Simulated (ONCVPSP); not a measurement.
**Potentials for F (Z = 9) compared**

Generated with ld1.x 7.5 (TM, RRKJ, ultrasoft, PAW), atompaw 4.2 or ONCVPSP 4.0.1. The cutoff is in Ry: for ld1.x and atompaw files where the sum of valence levels is converged to 10 mRy in a Bessel basis, for ONCV files where the hardest occupied wave has 1 mHa per electron of residual kinetic energy. The error is the largest all-electron minus pseudo excitation energy over each file’s own four to seven test configurations (ionisations up to +4, promotions, holes and added fractions of an electron), all of which were solved. The labels leave out finer settings (local radius, basis sizes, second energies), which also bear on the numbers. Spin-polarised tests are not counted. The rows are a selection from randomly drawn settings: files with unsolved tests, undetermined cutoffs or missed reference levels are left out.

A true bound ghost makes a file unfit for plane-wave use even where its test errors are small: the radial tests pick states by their node count and pass the ghost by.

```csv
potential,cutoff (Ry),largest error (meV),bound ghosts
"ONCV, PBE, non-relativistic, rc 0.60/1.85/1.60 (spd), local smoothed, core correction yes, reference 2s2 2p5, qcut 13.3/7.1/5.1, projectors 3/2/2",115,+3374,"s, d"
"ONCV, PBE, fully relativistic, rc 0.60/1.45 (sp), local smoothed, core correction no, reference 2s2 2p5, qcut 9/11.8, projectors 2/1",194,+620,none
"ONCV, LDA (Perdew-Zunger), scalar-relativistic, rc 0.65/1.25/1.20 (spd), local s, core correction yes, reference 2s2 2p3, qcut 9.3/12.2/9.2, projectors 0/2/2",206,+163,none
"ONCV, LDA (Perdew-Zunger), scalar-relativistic, rc 0.70/1.10 (sp), local smoothed, core correction yes, reference 2s1 2p6, qcut 10.7/15.7, projectors 1/1",132,+250,none
"ONCV, PBE, non-relativistic, rc 0.80/0.80/0.70 (spd), local smoothed, core correction yes, reference 2s2 2p3, qcut 10.1/10/14.3, projectors 1/2/2",296,+127,none
"ONCV, LDA (Perdew-Zunger), scalar-relativistic, rc 0.60/1.30/1.00 (spd), local smoothed, core correction yes, reference 2s2 2p5, qcut 10.1/10/10, projectors 2/1/3",109,+637,none
```

Question: Fill in the row for F: ONCV, LDA (Perdew-Wang 92), scalar-relativistic, rc 0.80/1.20 (sp), local smoothed, core correction yes, reference 2s1 2p6, qcut 10.5/10.9, projectors 2/3.

Answer: cutoff 91 Ry, largest error +751 meV, bound ghosts: p.

Question: Fill in the row for F: ONCV, PBE, fully relativistic, rc 0.85/1.20/1.05 (spd), local smoothed, core correction no, reference 2s2 2p5, qcut 6.2/14.1/10.2, projectors 1/2/1.

Answer: cutoff 293 Ry, largest error +346 meV, bound ghosts: none.

Question: Fill in the row for F: ONCV, PBEsol, fully relativistic, rc 0.70/1.05/0.90 (spd), local s, core correction yes, reference 2s2 2p5, qcut 7.4/12.5/9.3, projectors 0/1/3.

Answer: cutoff 397 Ry, largest error +219 meV, bound ghosts: none.
